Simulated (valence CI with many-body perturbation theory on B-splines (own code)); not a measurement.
**Dy LXII: calculated level list**

Level of theory: valence CI with perturbative core correlation (CI+MBPT): three valence electrons over a frozen Dirac-Fock core [He], radial functions for each j: 11 s, 11 p, 9 d, 7 f, 5 g, 2 h, 1 i, with the one-electron correlation potential Σ1, the two-electron term Σ2, the three-electron term Σ3, Breit, model QED; selected CI, second order for the rest (own B-spline code, finite nucleus).

The last digits are not significant, and no measured levels were compared; by estimate large intervals hold to a few tenths of a per cent, small ones and those within an open d or f shell to about a per cent.

Levels 46 to 90 of 102, with energies above the lowest level, (2s^2 2p1/2) J=1/2. "Leading %" is the weight of the configuration and term that name the level; weights of strongly mixed levels are sums over their largest components and can fall short. In the jj column 3d3/2^4 stands for four electrons in 3d with j = 3/2.

| No. | Configuration | Term | J | E (Ry) | Leading % | g | Leading jj | Second component |
| --- | --- | --- | --- | --- | --- | --- | --- | --- |
| 46 | 2s 2p 3p | 4P | 3/2 | 680.79 | 46 | 1.627 | 2s 2p3/2 3p1/2 (100 %) | 26 % 2s 2p 3p 4S |
| 47 | 2s 2p 3p | 2D | 5/2 | 680.96 | 44 | 1.313 | 2s 2p3/2 3p1/2 (100 %) | 37 % 2s 2p 3p 4D |
| 48 | 2s 2p 3s | 2P° | 1/2 | 681.04 | 90 | 0.822 | 2s 2p3/2 3s (99 %) | 9 % 2s 2p 3s 4P° |
| 49 | 2s 2p 3s | 2P° | 3/2 | 681.43 | 83 | 1.378 | 2s 2p3/2 3s (99 %) | 17 % 2s 2p 3s 4P° |
| 50 | 2s 2p 3p | 2P | 1/2 | 686.55 | 49 | 1.247 | 2s 2p3/2 3p1/2 (98 %) | 22 % 2s 2p 3p 2S |
| 51 | 2s 2p 3p | 2D | 3/2 | 686.65 | 62 | 0.969 | 2s 2p3/2 3p1/2 (99 %) | 21 % 2s 2p 3p 2P |
| 52 | 2p2 3s | 4P | 3/2 | 692.47 | 84 | 1.645 | 2p1/2 2p3/2 3s (97 %) | 13 % 2p2 3s 2P |
| 53 | 2p2 3s | 2P | 1/2 | 693.07 | 64 | 1.296 | 2p1/2 2p3/2 3s (95 %) | 31 % 2p2 3s 4P |
| 54 | 2p2 3s | 2D | 5/2 | 693.66 | 62 | 1.315 | 2p1/2 2p3/2 3s (96 %) | 34 % 2p2 3s 4P |
| 55 | 2p2 3s | 2D | 3/2 | 694.26 | 63 | 0.982 | 2p1/2 2p3/2 3s (97 %) | 31 % 2p2 3s 2P |
| 56 | 2p2 3p | 4P° | 1/2 | 696.57 | 48 | 1.737 | 2p1/2 2p3/2 3p1/2 (98 %) | 28 % 2p2 3p 4D° |
| 57 | 2p2 3p | 4D° | 3/2 | 697.00 | 54 | 1.132 | 2p1/2 2p3/2 3p1/2 (98 %) | 22 % 2p2 3p 2D° |
| 58 | 2p2 3p | 2F° | 5/2 | 697.94 | 48 | 1.052 | 2p1/2 2p3/2 3p1/2 (98 %) | 30 % 2p2 3p 2D° |
| 59 | 2s 2p 3p | 4D | 7/2 | 698.34 | 100 | 1.406 | 2s 2p3/2 3p3/2 (100 %) |  |
| 60 | 2s 2p 3p | 2P | 3/2 | 699.22 | 52 | 1.476 | 2s 2p3/2 3p3/2 (96 %) | 32 % 2s 2p 3p 4S |
| 61 | 2s 2p 3p | 4P | 5/2 | 700.45 | 52 | 1.392 | 2s 2p3/2 3p3/2 (97 %) | 42 % 2s 2p 3p 2D |
| 62 | 2s 2p 3p | 2S | 1/2 | 700.82 | 48 | 1.382 | 2s 2p3/2 3p3/2 (96 %) | 37 % 2s 2p 3p 2P |
| 63 | 2p2 3p | 2P° | 3/2 | 700.85 | 43 | 1.312 | 2p1/2 2p3/2 3p1/2 (99 %) | 25 % 2p2 3p 2D° |
| 64 | 2s 2p 3d | 4D° | 5/2 | 703.10 | 45 | 1.222 | 2s 2p3/2 3d3/2 (98 %) | 21 % 2s 2p 3d 2D° |
| 65 | 2s 2p 3d | 4D° | 3/2 | 703.50 | 42 | 1.325 | 2s 2p3/2 3d3/2 (98 %) | 40 % 2s 2p 3d 4P° |
| 66 | 2s 2p 3d | 4F° | 7/2 | 703.57 | 47 | 1.218 | 2s 2p3/2 3d3/2 (94 %) | 34 % 2s 2p 3d 2F° |
| 67 | 2s 2p 3d | 4P° | 1/2 | 703.77 | 82 | 2.190 | 2s 2p3/2 3d3/2 (98 %) | 14 % 2s 2p 3d 4D° |
| 68 | 2s 2p 3p | 2D | 5/2 | 704.76 | 73 | 1.252 | 2s 2p3/2 3p3/2 (99 %) | 15 % 2s 2p 3p 4D |
| 69 | 2s 2p 3p | 2P | 3/2 | 705.93 | 58 | 1.221 | 2s 2p3/2 3p3/2 (99 %) | 29 % 2s 2p 3p 2D |
| 70 | 2s 2p 3p | 2S | 1/2 | 706.18 | 61 | 1.723 | 2s 2p3/2 3p3/2 (99 %) | 20 % 2s 2p 3p 2P |
| 71 | 2s 2p 3d | 4F° | 9/2 | 707.00 | 100 | 1.313 | 2s 2p3/2 3d5/2 (100 %) |  |
| 72 | 2s 2p 3d | 2D° | 3/2 | 708.13 | 57 | 1.001 | 2s 2p3/2 3d3/2 (56 %) | 26 % 2s 2p 3d 4P° |
| 73 | 2s 2p 3d | 2D° | 5/2 | 708.61 | 48 | 1.286 | 2s 2p3/2 3d5/2 (95 %) | 29 % 2s 2p 3d 4P° |
| 74 | 2s 2p 3d | 2F° | 7/2 | 709.23 | 51 | 1.256 | 2s 2p3/2 3d5/2 (94 %) | 45 % 2s 2p 3d 4D° |
| 75 | 2s 2p 3d | 2F° | 5/2 | 709.29 | 68 | 0.951 | 2s 2p3/2 3d3/2 (94 %) | 14 % 2s 2p 3d 4F° |
| 76 | 2s 2p 3d | 2P° | 1/2 | 709.67 | 63 | 0.618 | 2s 2p3/2 3d3/2 (83 %) | 29 % 2s 2p 3d 4D° |
| 77 | 2s 2p 3d | 2D° | 3/2 | 710.42 | 49 | 1.062 | 2s 2p3/2 3d5/2 (56 %) | 45 % 2s 2p 3d 2P° |
| 78 | 2s 2p 3d | 2P° | 1/2 | 710.97 | 94 | 0.731 | 2s 2p3/2 3d5/2 (82 %) |  |
| 79 | 2s 2p 3d | 2F° | 7/2 | 713.56 | 72 | 1.176 | 2s 2p3/2 3d5/2 (95 %) | 12 % 2s 2p 3d 4D° |
| 80 | 2s 2p 3d | 2D° | 5/2 | 714.70 | 59 | 1.154 | 2s 2p3/2 3d5/2 (92 %) | 22 % 2s 2p 3d 2F° |
| 81 | 2s 2p 3d | 2P° | 3/2 | 714.93 | 73 | 1.271 | 2s 2p3/2 3d5/2 (98 %) | 8 % 2s 2p 3d 4D° |
| 82 | 2p2 3p | 4D° | 5/2 | 715.79 | 48 | 1.397 | 2p1/2 2p3/2 3p3/2 (95 %) | 34 % 2p2 3p 4P° |
| 83 | 2p2 3p | 2P° | 1/2 | 716.14 | 36 | 1.573 | 2p1/2 2p3/2 3p3/2 (98 %) | 31 % 2p2 3p 4P° |
| 84 | 2p2 3p | 2D° | 3/2 | 716.61 | 52 | 1.135 | 2p1/2 2p3/2 3p3/2 (97 %) | 21 % 2p2 3p 4P° |
| 85 | 2p2 3p | 2F° | 7/2 | 717.13 | 61 | 1.219 | 2p1/2 2p3/2 3p3/2 (95 %) | 34 % 2p2 3p 4D° |
| 86 | 2p2 3p | 2P° | 3/2 | 718.12 | 32 | 1.406 | 2p1/2 2p3/2 3p3/2 (100 %) | 32 % 2p2 3p 4S° |
| 87 | 2p2 3p | 2D° | 5/2 | 718.92 | 64 | 1.174 | 2p1/2 2p3/2 3p3/2 (98 %) | 16 % 2p2 3p 2F° |
| 88 | 2p2 3d | 4F | 3/2 | 719.57 | 43 | 0.922 | 2p1/2 2p3/2 3d3/2 (100 %) | 26 % 2p2 3d 2P |
| 89 | 2p2 3d | 4F | 5/2 | 719.66 | 53 | 0.958 | 2p1/2 2p3/2 3d3/2 (99 %) | 39 % 2p2 3d 2F |
| 90 | 2p2 3d | 4D | 1/2 | 719.95 | 79 | 0.239 | 2p1/2 2p3/2 3d3/2 (100 %) | 14 % 2p2 3d 2P |
